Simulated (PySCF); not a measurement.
C2H12N2Si2, SMILES C(N)[Si@@H](C)N[SiH3]. Atoms are numbered in the order given.

```xyz
18

C     -0.4810    -2.0652    -1.0529
Si     0.3551    -0.3851    -0.9213
C      1.8033    -0.4808     0.2924
N      2.3445     0.8579     0.5147
N     -0.7623     0.8500    -0.3512
Si    -1.7528     0.8295     1.0779
H     -0.8794    -2.3830    -0.0753
H     -1.3193    -2.0341    -1.7670
H      0.2295    -2.8369    -1.3926
H      0.8230     0.0777    -2.2597
H      2.5794    -1.1272    -0.1579
H      1.4623    -1.0146     1.2093
H      3.0527     0.8595     1.2484
H      1.6015     1.4867     0.8204
H     -0.8776     1.6467    -0.9729
H     -1.3054    -0.3306     1.9017
H     -3.2132     0.6712     0.7951
H     -1.5948     2.0838     1.8765
```
Charge 0, spin multiplicity 1.

Coordinates come from a B3LYP-D3(BJ)/def2-SVP optimisation. The structure was generated by enumeration; whether it is a known compound was not checked. The values are those of a single conformer.

Two levels are set side by side: PBE/pcSseg-1 (PySCF) and B3LYP/pcSseg-1 (PySCF). GIAO shifts against NH3 (¹⁵N), TMS (²⁹Si), TMS (¹H), TMS (¹³C) at the same level; non-relativistic, no solvent, atoms listed together averaged. Differences are taken from unrounded values.

```csv
quantity,B3LYP,PBE,PBE minus B3LYP
δ(¹³C) of C1 (ppm),0.3,0.1,-0.2
δ(²⁹Si) of Si2 (ppm),-4.7,-2.7,2.0
δ(¹³C) of C3 (ppm),35.6,36.7,1.1
δ(¹⁵N) of N4 (ppm),26.3,28.5,2.3
δ(¹⁵N) of N5 (ppm),6.9,9.0,2.1
δ(²⁹Si) of Si6 (ppm),-62.8,-62.1,0.6
δ(¹H) of H10 (ppm),4.83,5.06,0.24
δ(¹H) of H15 (ppm),0.07,0.10,0.03
```

Rough cost on one machine, each run with all the roots and properties that it gave: B3LYP against PBE within a factor of 2.
